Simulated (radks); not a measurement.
Values are calculated unless marked as measured or tabulated.
Species: Pt+. Configuration: [Xe] 4f14 5d9. Level of theory: non-relativistic Kohn-Sham, PBE, spin-polarised, spherical densities, point nucleus; open shells are filled with parallel spins first (spin-orbit coupling, left out, can overturn this in heavy ions); relativity is left out, which matters for an element this heavy (a radial shooting solver on a logarithmic mesh with Libxc functionals).

Unscreened Slater integrals over Kohn-Sham orbitals (eV). They are taken over the spin-up orbitals.

\begin{tabular}{lr}
integral & value \\ \hline
F0(5d,5d) & 15.358 \\
F2(5d,5d) & 7.8311 \\
F4(5d,5d) & 5.1383 \\
F0(5d,5p) & 17.618 \\
F2(5d,5p) & 8.6953 \\
G1(5d,5p) & 10.616 \\
G3(5d,5p) & 6.5364 \\
F0(5d,5s) & 18.105 \\
G2(5d,5s) & 7.6066 \\
F0(5p,5p) & 21.256 \\
F2(5p,5p) & 11.453 \\
F0(5p,5s) & 22.155 \\
G1(5p,5s) & 15.299 \\
F0(5s,5s) & 23.198 \\
\end{tabular}

Derived for the open shells (J is the average intra-shell exchange parameter used in DFT+U). 5d: Racah B = F2/49 - 5 F4/441 = 0.1016 eV, C = 35 F4/441 = 0.4078 eV, C/B = 4.02, F4/F2 = 0.656, J = (F2 + F4)/14 = 0.9264 eV.
